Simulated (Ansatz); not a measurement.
Species: C5H12O, charge 0, multiplicity 1. 
Coordinates optimised at B3LYP-D3(BJ)/def2-TZVP (Ansatz, a quantum-chemistry and plane-wave program):
SMILES: CC(C)CCO
```xyz
18

C     -2.0355     0.9496     0.7104
C     -0.9011    -0.0693     0.5970
C     -1.4080    -1.3676    -0.0351
C      0.2782     0.5358    -0.1727
C      1.5162    -0.3390    -0.2177
O      2.5600     0.4114    -0.8379
H     -2.4179     1.2131    -0.2796
H     -1.6967     1.8691     1.1917
H     -2.8682     0.5502     1.2930
H     -0.5554    -0.3002     1.6121
H     -2.2722    -1.7535     0.5096
H     -1.7168    -1.1960    -1.0702
H     -0.6467    -2.1488    -0.0395
H     -0.0304     0.7642    -1.1980
H      0.5608     1.4865     0.2877
H      1.8025    -0.6282     0.8026
H      1.3215    -1.2571    -0.7829
H      3.3400    -0.1469    -0.9143
```

Computed values are from Ansatz. Valence correlation only, unless marked. Open shells are spin-unrestricted. No spin-orbit coupling. No relativistic terms. Basis-set limits of correlation are two-point, X^-3; Hartree-Fock from the larger set.

**Question.** What is the dipole moment at CCSD(T)/aug-cc-pVDZ?

**Answer.** 1.57 D.

**Question.** What is the T1 diagnostic at CCSD/cc-pVQZ?

**Answer.** 0.009.

**Question.** What is the atomisation energy De at CCSD(T)/CBS(cc-pVTZ,cc-pVQZ)?

**Answer.** 7080.4 kJ/mol.

**Question.** What is the total energy at CCSD(T)/CBS(cc-pVTZ,cc-pVQZ)?

**Answer.** -272.6474 Eh.
